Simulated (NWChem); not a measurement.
**Excited singlets of F$_{4}$Te by symmetry**

SMILES: F[Te](F)(F)F
```xyz
5

Te     0.0000     0.0000     0.2957
F     -1.9591     0.0000     0.0885
F      0.0000     1.4691    -0.9429
F      1.9591     0.0000     0.0885
F      0.0000    -1.4691    -0.9429
```
Charge 0, spin multiplicity 1.

Everything below was run with NWChem. The geometry was optimised at PBE/def2-SVP with def2 effective core potentials on Te, a minimum by its harmonic frequencies.

Basis set: def2-SVP. Symmetry labels belong to the abelian group C2v used in the runs, with the axes of the coordinates shown. Entries are the lowest vertical excitation energy of each symmetry in eV (for CIS and TDDFT among the lowest few roots); a state of one symmetry need not have the same character in every method. Symmetries that some method's roots don't reach, or where a double excitation leads the EOM-CCSD root, are left out.

Effective core potentials replace the inner electrons of Te; spin-orbit coupling is left out. The correlated methods keep 8 core orbitals frozen. B3LYP has NWChem's definition, with VWN1-RPA local correlation. The structure started from a generated list of species. Coupled-cluster values serve here as a point of comparison, not as the truth.

| method | b2 | a2 | b1 |
|---|---|---|---|
| CIS | 7.21 | 9.31 | 9.31 |
| TD-PBE | 4.85 | 5.27 | 5.41 |
| TD-B3LYP | 5.37 | 6.09 | 6.21 |
| TDA-LDA (SVWN5) | 4.93 | 5.25 | 5.42 |
| EOM-CCSD | 6.11 | 7.51 | 7.54 |
